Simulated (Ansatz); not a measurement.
Two isomers of CH6BNSi: A = `[SiH3]N1BC1`, B = `NB1C[SiH2]1`.

Program: Ansatz. Geometries: PBE0-D4/def2-TZVP. ΔE: electronic, gas phase. CBS: MP2 limit from def2 TZ/QZ plus the TZ coupled-cluster correction, frozen cores. DFT in def2-TZVPP. Each species was taken in one conformer, which may not be the lowest.

**Question.** Which isomer does CCSD(T)/CBS put lower? Give the gap. (Estimate.)

**Answer.** The calculation gave: B, by 1.0 kcal/mol.

**Question.** Give E(B) − E(A) in kcal/mol with HF/def2-TZVPP, r2SCAN-D4, BLYP-D4, B2PLYP, MP2/def2-TZVPP, PBE0-D4, CCSD/def2-TZVPP. (Estimate.)

**Answer.** Ansatz gave: HF/def2-TZVPP 6.4, r2SCAN-D4 -3.6, BLYP-D4 -1.0, B2PLYP 0.1, MP2/def2-TZVPP 0.4, PBE0-D4 -4.6, CCSD/def2-TZVPP -0.1. The order is the other way round with HF/def2-TZVPP, MP2/def2-TZVPP.

**Question.** Does the order hold for the free energy at 298.15 K (harmonic terms from PBE0-D4)? (Best estimate.)

**Answer.** Ansatz gave: No: G(B) − G(A) = +0.9 kcal/mol, for one conformer each.

Largest T1 diagnostic: 0.013.

In def2-TZVPP, CCSD(T) changes the Hartree–Fock value by −7.3 kcal/mol (the triples alone add −0.8 kcal/mol) and MP2 by −6.0 kcal/mol. At CCSD(T), def2-SVP lies +0.8 kcal/mol from the extrapolated value and def2-TZVPP +0.1 kcal/mol.
